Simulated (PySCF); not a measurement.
Method: PBE-D3(BJ)/def2-TZVP // PBE-D3(BJ)/def2-SVP in PySCF. All species are isolated molecules in the gas phase. Delta-SCF ions had no search for a lower state. 

Reference species (SMILES): `c1cc2c(o1)cco2` (neutral, multiplicity 1).

| Property | Result |
|---|---|
| hole reorganisation energy (four-point) | 0.263 eV |
| HOMO–LUMO gap | 3.81 eV |
| vertical ionisation energy (Delta-SCF) | 7.91 eV |

After one change: the hole reorganisation energy (four-point) rises by 0.112 eV; the HOMO–LUMO gap falls by 1.47 eV; the vertical ionisation energy (Delta-SCF) falls by 0.24 eV.

Q: Name the change that produced these shifts. The new species is one of these.
A) `C1=CC2=C(C=CC2)C1`
B) `O=c1ccc2c(=O)ccc1=2`
C) `[CH]1=C[C]2=[C](C=[CH][GeH2]2)[GeH2]1`
D) `C=C1C=CC2=C1C=CC2=C`

A: C, `[CH]1=C[C]2=[C](C=[CH][GeH2]2)[GeH2]1`
